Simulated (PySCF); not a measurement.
Job file and geometry (Å, from GFN2-xTB) of an NMR shielding run on `C[S+](C)[AlH2-][C@@H]1C[C@@H]1CF`, C$_{6}$H$_{14}$AlFS, GIAO PBE0/pcSseg-1 NMR shielding, non-relativistic, gas phase (PySCF); density fitting, a coarse starting grid and PySCF grid level 2 are the driver's defaults:

```
$ OMP_NUM_THREADS=1 python probes_run.py task.json out

{"job": {"kind": "nmr", "xc": "PBE0", "basis": "pcSseg-1"}, "charge": 0, "multiplicity": 1}
C      2.974026    -1.303378    -0.600436
S      2.248615     0.351173    -0.602254
C      2.333745     0.743256     1.164662
Al    -0.034081    -0.636084    -0.493239
C     -0.963822     1.137125    -0.162244
C     -1.762111     1.013874     1.127706
C     -2.460862     0.932500    -0.183967
C     -2.950609    -0.419690    -0.631613
F     -1.890880    -1.322102    -0.516430
H      3.931369    -1.271103    -0.089396
H      2.293502    -2.002168    -0.115692
H      3.115250    -1.586793    -1.638130
H      2.056296     1.786844     1.267596
H      3.351353     0.594030     1.511870
H      1.636616     0.115234     1.717064
H      0.225970    -1.274710    -1.902833
H      0.288973    -1.470091     0.816648
H     -0.679816     2.167804    -0.383134
H     -1.922821     1.883842     1.749081
H     -1.665799     0.090097     1.690156
H     -3.125098     1.738143    -0.475834
H     -3.243362    -0.426228    -1.684228
H     -3.761205    -0.814591    -0.009397
```

**Question.** What does the program print?

**Answer.** 
```
coarse grid: 19536 points
cycle   1  E = -976.6526982404  dE =  9.728e-01  |g| = 5.202e-01  |ddm| = 4.172e+00
cycle   2  E = -976.6320288610  dE =  2.067e-02  |g| = 6.287e-01  |ddm| = 1.111e+00
cycle   3  E = -976.7179339363  dE = -8.591e-02  |g| = 7.084e-02  |ddm| = 6.482e-01
cycle   4  E = -976.7188579711  dE = -9.240e-04  |g| = 2.287e-02  |ddm| = 7.156e-02
cycle   5  E = -976.7189556547  dE = -9.768e-05  |g| = 8.764e-03  |ddm| = 2.409e-02
cycle   6  E = -976.7189715023  dE = -1.585e-05  |g| = 1.487e-03  |ddm| = 8.650e-03
cycle   7  E = -976.7189720455  dE = -5.432e-07  |g| = 3.023e-04  |ddm| = 1.942e-03
final grid: 177696 points
cycle   8  E = -976.7828084662  dE = -5.580e-05  |g| = 1.070e-02  |ddm| = 3.720e-02
cycle   9  E = -976.7827924201  dE =  1.605e-05  |g| = 1.383e-02  |ddm| = 1.937e-02
cycle  10  E = -976.7828352431  dE = -4.282e-05  |g| = 9.052e-04  |ddm| = 1.100e-02
cycle  11  E = -976.7828353800  dE = -1.369e-07  |g| = 2.780e-04  |ddm| = 9.176e-04
cycle  12  E = -976.7828353913  dE = -1.133e-08  |g| = 7.600e-05  |ddm| = 2.537e-04
cycle  13  E = -976.7828353927  dE = -1.333e-09  |g| = 1.924e-05  |ddm| = 9.894e-05
cycle  14  E = -976.7828353927  dE = -8.208e-11  |g| = 3.517e-06  |ddm| = 1.869e-05
converged SCF energy = -976.7828353927

GIAO shielding tensors (ppm)
atom      isotropic    diamagn.    paramagn.     s11        s22        s33       span
  0 C      161.199     252.570     -91.371    143.027    153.711    186.860     43.833
  1 S      610.719    1060.291    -449.572    456.487    617.750    757.919    301.432
  2 C      159.366     253.400     -94.034    145.133    146.265    186.701     41.567
  3 Al     443.235     794.011    -350.776    373.116    458.783    497.807    124.692
  4 C      188.559     247.331     -58.771    154.942    188.002    222.734     67.791
  5 C      176.219     253.338     -77.119    153.078    169.226    206.352     53.274
  6 C      170.945     261.530     -90.585    139.236    159.028    214.571     75.335
  7 C       91.592     238.870    -147.278     44.652     78.494    151.630    106.978
  8 F      421.295     477.949     -56.654    386.167    400.258    477.460     91.293
  9 H       30.040      28.884       1.156     24.605     27.349     38.165     13.559
 10 H       28.826      30.828      -2.002     23.138     29.527     33.813     10.675
 11 H       29.603      29.882      -0.279     24.912     25.819     38.078     13.166
 12 H       29.476      31.922      -2.445     24.965     26.937     36.527     11.562
 13 H       29.848      29.917      -0.069     24.274     27.341     37.929     13.655
 14 H       28.710      32.306      -3.596     23.710     28.954     33.466      9.755
 15 H       27.813      31.390      -3.577     22.425     28.763     32.252      9.827
 16 H       28.285      31.652      -3.367     24.512     28.790     31.554      7.042
 17 H       32.182      32.945      -0.763     25.227     28.907     42.412     17.185
 18 H       30.814      31.827      -1.012     25.281     26.072     41.089     15.808
 19 H       31.611      32.385      -0.774     25.727     30.321     38.784     13.057
 20 H       30.670      32.086      -1.416     23.910     26.889     41.212     17.301
 21 H       26.464      27.576      -1.112     21.563     25.866     31.962     10.399
 22 H       26.606      26.401       0.205     21.635     25.921     32.261     10.625
```

Size and cost of the density-fitted run: 237 basis functions, 71 s wall time on 1 thread of an Arm Neoverse V2, shared host; peak memory 1.1 GiB.
